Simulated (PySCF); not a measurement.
C₂H₆Te, SMILES C[Te]C. Atoms are numbered in the order given.

```xyz
9

C      1.5869     0.0000    -1.0854
Te     0.0000     0.0000     0.4026
C     -1.5869     0.0000    -1.0854
H      1.5122     0.9031    -1.7049
H      2.5436     0.0000    -0.5457
H      1.5122    -0.9031    -1.7049
H     -1.5122     0.9031    -1.7049
H     -2.5436     0.0000    -0.5457
H     -1.5122    -0.9031    -1.7049
```

The structure is a stationary point at B3LYP-D3(BJ)/def2-SVP. The def2 effective core potentials stand for the cores of Te; spin–orbit coupling is left out.

All values below come from PBE0/def2-TZVPD in PySCF.

Symmetry labels are those of the subgroup C2v that the program uses (full group C2v).

Problem. List the valence orbital energies around the gap with their symmetry. (The exact figures need the calculation; the answer reports its results.)

Solution. 
```json
[
 {"orbital": "HOMO−7", "symmetry": "A1", "energy (eV)": "-15.74"},
 {"orbital": "HOMO−6", "symmetry": "A1", "energy (eV)": "-11.87"},
 {"orbital": "HOMO−5", "symmetry": "B2", "energy (eV)": "-11.85"},
 {"orbital": "HOMO−4", "symmetry": "B1", "energy (eV)": "-11.50"},
 {"orbital": "HOMO−3", "symmetry": "A2", "energy (eV)": "-11.45"},
 {"orbital": "HOMO−2", "symmetry": "B1", "energy (eV)": "-9.11"},
 {"orbital": "HOMO−1", "symmetry": "A1", "energy (eV)": "-8.24"},
 {"orbital": "HOMO", "symmetry": "B2", "energy (eV)": "-5.71"},
 {"orbital": "LUMO", "symmetry": "B1", "energy (eV)": "-0.69"},
 {"orbital": "LUMO+1", "symmetry": "A1", "energy (eV)": "-0.02"},
 {"orbital": "LUMO+2", "symmetry": "A1", "energy (eV)": "0.41"},
 {"orbital": "LUMO+3", "symmetry": "B2", "energy (eV)": "0.77"}
]
```
